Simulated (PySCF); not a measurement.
A calculated (r2SCAN, PySCF 2.14, aug-cc-pwCVQZ, the non-relativistic Hamiltonian (point nucleus)) atom or ion has these occupied shells.

| shell | electrons | orbital energy (eV) | rms radius, mean of both spins (bohr) |
| --- | --- | --- | --- |
| 1s α | 1 | -3153.0 | 0.0999 |
| 1s β | 1 | -3152.4 | 0.0999 |
| 2s α | 1 | -330.39 | 0.451 |
| 2s β | 1 | -330.05 | 0.451 |
| 2p α | 3 | -263.50 | 0.419 |
| 2p β | 3 | -262.78 | 0.419 |
| 3s α | 1 | -52.906 | 1.44 |
| 3s β | 1 | -48.763 | 1.44 |
| 3p α | 3 | -37.167 | 1.58 |
| 3p β | 1 | -34.614 | 1.58 |

Task: Name the element and its charge.

Result: Ar²⁺ (argon, charge +2), in [Ne] 3s2 3p4, high-spin 3P determinant.
